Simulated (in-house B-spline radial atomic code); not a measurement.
Whole-atom quantities along the 22-electron series, configuration [Ar] 3d4. Breit and QED terms are first order and not part of the total energy; the density at the nucleus is averaged over the nuclear charge. Computed with a radial B-spline atomic code at the basis-set limit: Dirac-Hartree-Fock, average of the configuration, finite nuclei.

| ion | Z | E/Z² (Eh) | Σ<r²> (bohr²) | n(0)/Z³ (bohr⁻³) | Lamb diamagnetic shielding (ppm) | repulsion over attraction | Breit energy (eV) | self-energy (eV) | vacuum polarisation (eV) | Dirac less non-relativistic energy (Eh) |
| --- | --- | --- | --- | --- | --- | --- | --- | --- | --- | --- |
| W52+ | 74 | -2.5021 | 0.51114 | 3.2157 | 7469.37 | 0.056302 | 414.57 | 379.15 | -68.47 | -845.19 |
| Re53+ | 75 | ? | ? | ? | ? | ? | ? | ? | ? | ? |
| Os54+ | 76 | -2.5206 | 0.47771 | 3.4744 | 7751.75 | 0.054663 | 453.23 | 420.14 | -78.096 | -952.5 |
| Ir55+ | 77 | ? | ? | ? | ? | ? | ? | ? | ? | ? |
| Pt56+ | 78 | -2.5392 | 0.44721 | 3.7698 | 8042.04 | 0.053089 | 494.5 | 464.8 | -88.963 | -1070.74 |
| Au57+ | 79 | -2.5486 | 0.43295 | 3.929 | 8190.32 | 0.052326 | 516.15 | 488.62 | -94.907 | -1134.24 |
| Hg58+ | 80 | -2.558 | 0.41931 | 4.0917 | 8340.79 | 0.051577 | 538.5 | 513.48 | -101.21 | -1200.78 |

Fill in the row of Re53+.

E/Z² (Eh): -2.5113; Σ<r²> (bohr²): 0.49403; n(0)/Z³ (bohr⁻³): 3.3461; Lamb diamagnetic shielding (ppm): 7609.64; repulsion over attraction: 0.055473; Breit energy (eV): 433.59; self-energy (eV): 399.21; vacuum polarisation (eV): -73.144; Dirac less non-relativistic energy (Eh): -897.55.

Fill in the row of Ir55+.

E/Z² (Eh): -2.5298; Σ<r²> (bohr²): 0.46211; n(0)/Z³ (bohr⁻³): 3.6223; Lamb diamagnetic shielding (ppm): 7895.9; repulsion over attraction: 0.053868; Breit energy (eV): 473.54; self-energy (eV): 441.99; vacuum polarisation (eV): -83.372; Dirac less non-relativistic energy (Eh): -1010.22.

With what power of Z does the column «Breit energy (eV)» change over this range?

A fit of the logarithm of its size against log Z from Z = 74 to 80 has slope 3.35.
